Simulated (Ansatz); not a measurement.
One change: `C[O][In]([O][SiH3])[N](C)C` becomes `C[O][In]([OH])[O][SiH3]`.

Ansatz, PBE0-D4/def2-TZVP geometries, multiplicity 1. Each molecule was computed in one conformer, which needn't be the lowest.

Elements past krypton have def2 core potentials.

```tsv
property	`C[O][In]([O][SiH3])[N](C)C`
HOMO energy (PBE/def2-TZVPP) / eV	-5.16
HOMO energy (ωB97M-V/def2-TZVPP) / eV	-8.70
HOMO–LUMO gap (PBE/def2-TZVPP) / eV	2.64
LUMO energy (PBE/def2-TZVPP) / eV	-2.52
HOMO–LUMO gap (PBE0/def2-TZVPP) / eV	4.82
HOMO energy (B3LYP/def2-TZVPP) / eV	-6.22
```

Give the same properties after the change, and the shifts. (Best estimate.)

Ansatz gave: 
```
                             property  `C[O][In]([OH])[O][SiH3]`  shift
    HOMO energy (PBE/def2-TZVPP) / eV                      -6.47  -1.31
HOMO energy (ωB97M-V/def2-TZVPP) / eV                     -10.42  -1.72
  HOMO–LUMO gap (PBE/def2-TZVPP) / eV                       3.41   0.77
    LUMO energy (PBE/def2-TZVPP) / eV                      -3.06  -0.54
 HOMO–LUMO gap (PBE0/def2-TZVPP) / eV                       5.88   1.06
  HOMO energy (B3LYP/def2-TZVPP) / eV                      -7.79  -1.57
```

With PBE0 the HOMO falls by 1.60 eV and the LUMO falls by 0.55 eV, so the gap widens by about 1.05 eV. PBE moves the HOMO by -1.31 eV and ωB97M-V by -1.72 eV.

B3LYP here is the variant with VWN-RPA as its local correlation; programs differ in this.
